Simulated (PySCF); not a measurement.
Dipole response of Cu (copper, neutral)

[Ar] 3d10 4s1, 2S determinant. Calculation: PySCF 2.14, in ANO-RCC-VTZP (6s5p3d2f1g, 59 functions); scalar relativity by spin-free X2C-1e. Coupled (time-dependent) response in atomic units; α is the mean over directions. The basis has no added diffuse functions, which lowers α and C₆.

| method | mean α (bohr³) | C₆ (like pair) | S(−4) |
| --- | --- | --- | --- |
| UHF | 57.78 | 398.6 | 2837 |
| PBE | 36.08 | 209.8 | 978.6 |
| PBE0 | 39.63 | 238.6 | 1220 |
| M06-2X | 38.29 | 225.6 | 1192 |

S(−4) is the Cauchy moment in α(ω) = α(0) + S(−4) ω² + …

Reference α: 46.5 ± 0.5 bohr³ (recommended; Schwerdtfeger and Nagle, table of static dipole polarizabilities (2023 update)). Published C₆: 253.0 (Chu and Dalgarno (2004); Tang, Norbeck and Certain (1976)).

Hartree-Fock lies above the reference because it lacks correlation, which contracts the outer shell.

α(iu) at UHF:

```
u (hartree)  α(iu) (bohr³)
          0          57.78
     0.0500          51.55
      0.100          39.44
      0.200          21.78
      0.300          13.53
      0.500          7.065
      0.750          4.292
       1.00          3.099
       1.50          2.038
       2.00          1.531
       3.00         0.9891
       5.00         0.5052
```
